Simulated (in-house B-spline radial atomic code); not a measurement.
How G0W0 and RPA depend on the start: I-

Configuration [Kr] 4d10 5s2 5p6. Computed with a B-spline radial code for spherical atoms: all electrons, non-relativistic, point nucleus, each spin shell either full or empty, empty states to l = 9 with an (l + 1/2)⁻⁴ tail; G0W0 by contour deformation at full frequency.

The anion's configuration is assumed.

Without relativity these are model numbers: it shifts the levels of so heavy an element strongly and can reorder them.

```
       start  mean-field 5p (eV)  G0W0 (eV)  QP weight  RPA correlation (Eh)
Hartree-Fock              -3.515          ?          ?                     ?
     LC-wPBE              -3.650     -3.713      0.916               -3.9647
       wB97X              -3.345     -3.832      0.908                 -3.95
   BHandHLYP              -2.038     -3.570      0.860               -3.9214
   CAM-B3LYP              -2.367          ?          ?                     ?
        PBE0              -1.156     -3.299      0.771               -4.0129
```

Task: What G0W0 level, weight and RPA correlation energy follow from the CAM-B3LYP start?

Result: G0W0 level -3.626 eV, weight 0.873, RPA correlation -3.9792 hartree.

Task: What G0W0 level, weight and RPA correlation energy follow from the Hartree-Fock start?

Result: G0W0 level -3.915 eV, weight 0.917, RPA correlation -3.7545 hartree.

Task: How much of the dependence on the start does G0W0 remove?

Result: The mean-field levels span 2.49 eV and the G0W0 levels 0.616 eV. Against 3.059 eV (electron affinity of the neutral atom) the G0W0 removal energies are off by +0.24 to +0.86 eV, with relativity, Breit and QED terms left out.
